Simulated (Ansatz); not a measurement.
Born–Oppenheimer molecular dynamics of BClFH3O (7 atoms, charge 0, multiplicity 1). It starts at the highest image of a converged band. Of that band: The profile has 2 maxima (images 2, 5) with wells between them (image 3): this band takes more than one step, which may be the mechanism or a detour left from its start path. A structure lower than the first end lies on the path between it and the top, so the climb from that side starts below the end, which may itself be a saddle point or a shallow side well. Neighbouring images differ by up to 2.0 eV, so the band resolves the path poorly. A vibrational analysis at the climbing image gives one clearly imaginary mode, 1198i cm⁻¹: a first-order saddle point.

Level of theory: RKS B3LYP-D4/def2-SVP (Ansatz).

```yaml
ensemble: NVE (velocity Verlet)
time_step: 0.5 fs
steps_asked: 200
starting_velocities_drawn_for: 100 K
seed: 9849
```

Frames 5 fs apart, positions in Å.

Velocities at 20 fs (Å/ps):

```
B 1.03 -20.59 19.86
F -1.20 -1.98 -10.38
Cl -0.64 1.57 0.83
O 1.90 3.84 2.27
H 8.31 9.67 -15.28
H 2.76 44.03 -32.35
H -7.07 88.45 -35.01
```

```xyz
7
Properties=species:S:1:pos:R:3 time_fs=20 energy_less_start_eV=-1.184 T=1932
B -0.006 0.141 0.199
F 0.194 -0.031 1.593
Cl 1.380 -0.435 -0.816
O -1.309 -0.009 -0.252
H -1.361 -0.691 -0.916
H 0.151 1.863 0.185
H 0.177 1.648 0.905
7
Properties=species:S:1:pos:R:3 time_fs=25 energy_less_start_eV=-1.717 T=2756
B -0.011 0.014 0.301
F 0.188 -0.039 1.538
Cl 1.376 -0.425 -0.811
O -1.290 0.011 -0.237
H -1.323 -0.599 -1.000
H 0.167 2.136 -0.029
H 0.145 2.136 0.757
7
Properties=species:S:1:pos:R:3 time_fs=30 energy_less_start_eV=-1.943 T=3105
B -0.041 -0.144 0.314
F 0.188 -0.042 1.522
Cl 1.369 -0.413 -0.803
O -1.256 0.028 -0.215
H -1.293 -0.392 -1.092
H 0.188 2.455 -0.182
H 0.121 2.684 0.538
7
Properties=species:S:1:pos:R:3 time_fs=35 energy_less_start_eV=-1.884 T=3015
B -0.064 -0.302 0.239
F 0.196 -0.042 1.558
Cl 1.361 -0.403 -0.794
O -1.232 0.036 -0.199
H -1.298 -0.092 -1.157
H 0.210 2.811 -0.316
H 0.103 3.223 0.300
7
Properties=species:S:1:pos:R:3 time_fs=40 energy_less_start_eV=-1.378 T=2232
B -0.037 -0.416 0.211
F 0.200 -0.054 1.583
Cl 1.355 -0.397 -0.788
O -1.238 0.036 -0.201
H -1.348 0.258 -1.157
H 0.235 3.165 -0.442
H 0.085 3.763 0.052
7
Properties=species:S:1:pos:R:3 time_fs=45 energy_less_start_eV=-1.321 T=2145
B -0.016 -0.440 0.256
F 0.198 -0.091 1.579
Cl 1.355 -0.397 -0.787
O -1.251 0.025 -0.212
H -1.351 0.496 -1.032
H 0.249 3.568 -0.522
H 0.079 4.248 -0.243
7
Properties=species:S:1:pos:R:3 time_fs=50 energy_less_start_eV=-1.638 T=2634
B -0.035 -0.363 0.322
F 0.193 -0.151 1.558
Cl 1.362 -0.403 -0.790
O -1.254 -0.007 -0.207
H -1.264 0.624 -0.959
H 0.261 3.986 -0.605
H 0.076 4.714 -0.536
7
Properties=species:S:1:pos:R:3 time_fs=55 energy_less_start_eV=-1.764 T=2829
B -0.069 -0.230 0.327
F 0.191 -0.222 1.565
Cl 1.370 -0.412 -0.793
O -1.255 -0.044 -0.192
H -1.126 0.598 -0.892
H 0.271 4.417 -0.675
H 0.075 5.164 -0.841
7
Properties=species:S:1:pos:R:3 time_fs=60 energy_less_start_eV=-1.702 T=2734
B -0.058 -0.103 0.289
F 0.191 -0.296 1.602
Cl 1.376 -0.422 -0.794
O -1.277 -0.071 -0.180
H -1.112 0.503 -0.962
H 0.265 4.915 -0.761
H 0.091 5.545 -1.130
7
Properties=species:S:1:pos:R:3 time_fs=65 energy_less_start_eV=-1.654 T=2659
B 0.007 -0.029 0.288
F 0.188 -0.363 1.629
Cl 1.378 -0.427 -0.793
O -1.309 -0.071 -0.182
H -1.331 0.270 -1.106
H 0.259 5.418 -0.859
H 0.107 5.922 -1.407
7
Properties=species:S:1:pos:R:3 time_fs=70 energy_less_start_eV=-1.436 T=2322
B 0.045 -0.028 0.320
F 0.181 -0.414 1.628
Cl 1.379 -0.426 -0.790
O -1.314 -0.050 -0.184
H -1.577 -0.053 -1.121
H 0.247 5.946 -0.967
H 0.129 6.274 -1.675
7
Properties=species:S:1:pos:R:3 time_fs=75 energy_less_start_eV=-1.670 T=2684
B 0.015 -0.099 0.341
F 0.172 -0.445 1.606
Cl 1.381 -0.419 -0.785
O -1.283 -0.014 -0.166
H -1.641 -0.366 -1.010
H 0.225 6.500 -1.140
H 0.162 6.598 -1.877
```

Of the whole run (100 fs, mean temperature of the second half 2595 K): The conserved energy stayed within 0.16 meV per atom of its start (net change -0.027 meV per atom), so the integration is sound. The kinetic energy rose, since the run started high on the potential surface and went downhill. It ends in pieces (BClFHO + H2), so much of that is their flight and rotation, not heat. A run of 0.1 ps of so small a system gives no equilibrium averages. The orbitals stay closed-shell, which can raise the energy where a bond breaks towards radicals; this wasn't checked here.

The run took 3.5 min on 2 threads of Arm Neoverse V2 (shared host), peak memory 0.16 GiB.
